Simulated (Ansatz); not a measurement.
```xyz
2

Ca    0.0000    0.0000    0.0000
F     0.0000    0.0000    2.7580
```

Basis set: def2-SVP (spherical functions). Charge 0, multiplicity 2.

Computed with Ansatz (development build ahead of 0.2.0); each method stands on the lowest determinant of its kind that the runs found.

The atomization energy at this shape (free ground-state atoms in the same class of orbitals less the molecule, no zero-point energy) of doublet CaF:

```
method  atomization energy
   UHF        199.0 kJ/mol
```

Task: What does PBE0 (unrestricted) give?

Result: 322.1 kJ/mol. Caution: the shape is not the minimum.
